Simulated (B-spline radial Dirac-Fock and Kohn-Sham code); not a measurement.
## Pd: eigenvalues, ΔSCF and the reference

System: neutral palladium, configuration [Kr] 4d9 5s1 (not the ground configuration).

The density-functional columns are spherical, spin-unpolarised Dirac-Kohn-Sham results without Breit or QED terms: −ε is minus the orbital energy of the initial state and ΔSCF the difference of two total energies. The reference in the last column comes from Dirac-Fock ΔSCF + Breit + QED. All numbers are from an atomic code on a B-spline grid, in eV; a selection of levels is shown. The Kohn-Sham columns are given as differences from the reference. For the 1s level of heavy atoms much of the gap between ΔSCF and the reference is the Breit and QED part, -73.1 eV here; for other levels the error of the functional can be larger.

```
     level  LDA −ε − DF  LDA ΔSCF − DF  Dirac-Fock
    K (1s)       -235.5          +65.8     24359.8
   L1 (2s)        -95.4          -45.1      3620.7
L2 (2p1/2)        -69.3           -6.1      3341.6
L3 (2p3/2)        -71.3          -11.5      3184.5
   M1 (3s)        -45.1          -29.0       683.0
M2 (3p1/2)        -34.5          -18.1       572.5
M3 (3p3/2)        -34.2          -18.3       544.4
M4 (3d3/2)        -17.7           -0.4       350.2
N2 (4p1/2)        -10.1           -3.5       67.76
N3 (4p3/2)        -10.2           -3.8       63.36
 N4,5 (4d)         -3.2           +2.3       10.07
   O1 (5s)         -1.6           +1.7        6.21
```

Values without a named source are computed, but for edge energies of neutral atoms, which are taken from tables.
